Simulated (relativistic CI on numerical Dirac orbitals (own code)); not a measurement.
One change at a time: Bi LXXII

Base calculation: Dirac-Coulomb-Breit CI, KLI orbitals optimised for each configuration, model QED (radiative potential, 1s self-energy scaled to tabulated hydrogen-like ionisation energies), unscaled Slater integrals.

Configurations in the expansion (outside the closed core [Ne]): 3s², 3s3p, 3p², 3s3d, 3d², 3p3d, 3p4s, 3d4s, 3s4s, 3s4p, 3s4d, 3s4f, 3s5s, 3s5p, 3s5d, 4s², 3s5f, 3s5g, 3s6s, 3s6p, 3s6d. Levels of other configurations are missing.

Variants: (1) valence Slater integrals scaled by 0.9; (2) QED terms removed; (3) one mean potential for all configurations. Shifts of the energy above 3s² ¹S0, in eV, for the lowest level and the first level of each name with at least 55 % of one term (blank where a level changes its place among those of its configuration and J or its character, or is not in the variant):

| Level | Base | Δ(1) | Δ(2) | Δ(3) |
| --- | --- | --- | --- | --- |
| 3s² ¹S0 | 0.00 | 0.00 | 0.00 | 0.00 |
| 3s3p ³P°0 | 168.74 | +0.93 | +7.09 | +0.22 |
| 3s3p ³P°1 | 187.71 | -0.85 | +7.10 | +0.22 |
| 3p² ³P0 | 401.92 | -1.53 | +14.21 | +0.49 |
| 3s3p ³P°2 | 809.53 | +1.00 | +6.64 | +0.22 |
| 3s3p ¹P°1 | 853.04 | -3.23 | +6.69 | +0.22 |
| 3p² ³P1 | 1025.70 | +0.25 | +13.84 | +0.45 |
| 3s3d ³D1 | 1056.85 | -0.15 | +8.19 | +0.02 |
| 3s3d ³D2 | 1075.33 | -2.19 | +9.36 | +0.10 |
| 3s3d ³D3 | 1198.19 | -0.12 | +7.84 | +0.01 |
| 3s3d ¹D2 | 1218.09 | -2.43 | +8.02 | +0.02 |
| 3p3d ³F°2 | 1238.05 | +1.46 | +15.39 | +0.33 |
| 3p² ³P2 | 1674.33 | -0.55 | +13.40 | +0.42 |
| 3p² ¹S0 | 1697.18 | -2.52 | +13.41 | +0.43 |
| 3p3d ³P°0 | 1906.81 | -1.30 | +14.95 | +0.28 |
| 3p3d ³P°1 | 1907.28 | -1.42 | +14.95 | +0.27 |
| 3p3d ³F°4 | 2022.81 | +1.18 | +14.61 | +0.24 |
| 3p3d ³D°3 | 2057.46 | -2.41 | +14.61 | +0.23 |
| 3p3d ¹P°1 | 2072.70 | -3.89 | +14.60 | +0.24 |
| 3d² ³F2 | 2130.06 | -0.12 | +16.49 | +0.22 |
| 3d² ³P0 | 2161.86 | -3.13 | +16.49 | +0.27 |
| 3d² ³F3 | 2266.32 | +0.38 | +16.15 | +0.15 |

At this charge energies of transitions that change n are usually good to better than 1 %, and those within a shell (Δn = 0) to a few per cent.

Ionisation energy from the two ground configurations alone: base 9270.74 eV; QED terms removed 9278.8 eV. The NIST ASD value (theoretical) is 9270 eV.

LS names give the leading component of a level, which can be under half, so a name can repeat, a term be missing and a line seem to break the LS rules.
